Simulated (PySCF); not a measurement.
Species: C9H9FOS.
Atom-mapped SMILES: `[CH3:1][c:2]1[cH:3][cH:4][c:5]2[c:6]([c:7]1[F:8])[CH2:9][CH2:10][S@@:11]2=[O:12]` (hydrogens: H13, H14, H15 on C1; H16 on C3; H17 on C4; H18, H19 on C9; H20, H21 on C10)

The calculation used PySCF 2.14.0, PBE0-D3(BJ)/def2-SVP geometry optimisation, gas phase.

What internal coordinates does the optimisation give?

| bond | length (Å) | order |
| --- | --- | --- |
| C1–C2 | 1.497 | single |
| C2–C3 | 1.401 | aromatic |
| C3–C4 | 1.395 | aromatic |
| C4–C5 | 1.386 | aromatic |
| C5–C6 | 1.393 | aromatic |
| C6–C7 | 1.387 | aromatic |
| C7–F8 | 1.337 | single |
| C6–C9 | 1.504 | single |
| C9–C10 | 1.526 | single |
| C10–S11 | 1.849 | single |
| S11=O12 | 1.499 | double |
| C2–C7 | 1.399 | aromatic |
| C5–S11 | 1.804 | single |
| C1–H13, C1–H14, C1–H15 | 1.100 | single |
| C3–H16 | 1.093 | single |
| C4–H17 | 1.092 | single |
| C9–H18 | 1.100 | single |
| C9–H19 | 1.104 | single |
| C10–H20 | 1.098 | single |
| C10–H21 | 1.102 | single |

Bonds in one row agree within 0.01 Å and their mean is given. Orders are formal, as drawn. A selection of angles:
| angle | degrees |
| --- | --- |
| C2–C1–H13 | 111.1 |
| H13–C1–H14 | 108.0 |
| H14–C1–H15 | 108.5 |
| C1–C2–C3 | 122.7 |
| C1–C2–C7 | 119.7 |
| C3–C2–C7 | 117.6 |
| C2–C3–C4 | 121.8 |
| C2–C3–H16 | 118.5 |
| C4–C3–H16 | 119.7 |
| C3–C4–C5 | 117.9 |
| C3–C4–H17 | 121.5 |
| C5–C4–H17 | 120.6 |
| C4–C5–C6 | 122.7 |
| C4–C5–S11 | 124.6 |
| C6–C5–S11 | 112.7 |
| C5–C6–C7 | 117.6 |
| C5–C6–C9 | 114.5 |
| C7–C6–C9 | 127.9 |
| C6–C7–F8 | 119.0 |
| C2–C7–C6 | 122.4 |
| C2–C7–F8 | 118.6 |
| C6–C9–C10 | 105.1 |
| C6–C9–H18 | 112.0 |
| C6–C9–H19 | 110.4 |
| C10–C9–H18 | 112.1 |
| C10–C9–H19 | 110.8 |
| H18–C9–H19 | 106.6 |
| C9–C10–S11 | 107.6 |
| C9–C10–H20 | 114.8 |
| C9–C10–H21 | 112.4 |
| S11–C10–H20 | 109.0 |
| S11–C10–H21 | 102.5 |
| H20–C10–H21 | 109.7 |
| C10–S11–O12 | 109.1 |
| C5–S11–C10 | 87.9 |
| C5–S11–O12 | 109.5 |

Dihedral angles: C5–C6–C9–C10 21° (synperiplanar); C6–C9–C10–S11 -35° (synclinal); C9–C10–S11–O12 142° (anticlinal); C4–C5–S11–C10 161° (antiperiplanar).

S11 (sulfinyl sulfur) is pyramidal (angles 109.5°, 109.1° and 87.9°, sum 306.5°, 0.73 Å off the plane of its three neighbours). The 9 C–C bonds span 1.386 Å (C4–C5, aromatic) to 1.526 Å (C9–C10, drawn single), a spread of 0.140 Å. Of the pairs four or more bonds apart, F8···H15 is among the closest relative to their van der Waals radii: 2.67 Å, 100 % of the sum of Bondi's values. The C–S distances run from 1.804 Å (C5–S11, drawn single) to 1.849 Å (C10–S11, drawn single), a spread of 0.045 Å. The 6-membered ring C2–C3–C4–C5–C6–C7 has internal angles of 117.6° to 122.7°; it is planar, 0.00 Å rms from its mean plane, widest ring torsion 1°. The 5-membered ring C5–C6–C9–C10–S11 has internal angles of 87.9° to 114.5° (sum 528°, against 540° for a flat polygon); it is puckered, 0.17 Å rms from its mean plane, widest ring torsion 35°.

Point group: C1 (no symmetry element, even within 0.4 Å). Whether it is a minimum is left open (no frequencies). One conformer, not necessarily the lowest.
